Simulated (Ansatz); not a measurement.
The first iterations of a band of AsH5OSi (8 atoms, charge 0, multiplicity 1).

The calculation used RKS PBE/def2-SVP (Ansatz 0.2.0).

| Property | Result |
| --- | --- |
| movable images | 7 |
| climbing image | yes |
| spring | 5.0 eV/Å² |
| optimiser | fire |
| start path | through a guess of the saddle point |
| force threshold | 0.05 eV/Å |
| iteration limit | 60 |
| end points | relaxed |
| largest step | 0.02 Å |

First end point:

```xyz
8
Properties=species:S:1:pos:R:3
O -1.220 0.353 -1.497
As -0.512 1.259 -0.051
Si 0.609 -0.682 0.810
H -2.161 0.612 -1.520
H 0.781 1.734 -0.760
H 1.628 -0.263 1.839
H 1.288 -1.447 -0.291
H -0.413 -1.566 1.471
```

Last end point:

```xyz
8
Properties=species:S:1:pos:R:3
O -1.169 -0.029 -2.147
As -0.560 0.697 -0.793
Si 0.551 -0.772 0.752
H -1.575 1.468 0.086
H 0.462 1.837 -1.028
H 1.091 0.018 1.913
H 1.662 -1.442 0.000
H -0.462 -1.776 1.217
```

| iteration | highest image above the first end (eV) | largest band force component (eV/Å) |
| --- | --- | --- |
| 1 | 3.959 | 4.120 |
| 2 | 3.869 | 3.852 |
| 3 | 3.779 | 3.564 |
| 4 | 3.688 | 3.262 |
| 5 | 3.594 | 2.952 |
| 6 | 3.498 | 2.637 |
| 7 | 3.400 | 2.324 |
| 8 | 3.362 | 2.081 |
| 9 | 3.335 | 1.917 |
| 10 | 3.308 | 1.750 |
| 11 | 3.282 | 1.574 |
| 12 | 3.256 | 1.383 |
| 13 | 3.229 | 1.180 |

Question: Does the band converge within its limit, and where does its top end?

Answer: It converged. It ended after 41 iterations with the highest image 3.160 eV above the first end. Neighbouring images differ by up to 1.6 eV, so the band resolves the path poorly. The order of the stationary point at the top wasn't checked. The orbitals stay closed-shell, which can raise the energy where a bond breaks towards radicals; this wasn't checked here.

The run took 2.3 min on 2 threads of AMD EPYC 9R45 96-Core Processor (Zen 5), on a shared host, peak memory 0.14 GiB.
